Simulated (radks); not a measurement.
Results of a calculation; reference values are marked as such.
Removal energies from the chlorine ion Cl13+, [He] 2s2, by Delta-SCF beside the eigenvalue of the level emptied. Level of theory: non-relativistic Kohn-Sham, PBE, spin-polarised, spherical densities, point nucleus (a radial shooting solver on a logarithmic mesh with Libxc functionals). Open shells are filled with parallel spins first.

[
 {"removed from": "2s", "final configuration": "[He] 2s1", "Delta-SCF (eV)": "744.34", "-eigenvalue (eV)": "720.07"},
 {"removed from": "1s", "final configuration": "1s1 2s2", "Delta-SCF (eV)": "3471.6", "-eigenvalue (eV)": "3370.1"}
]
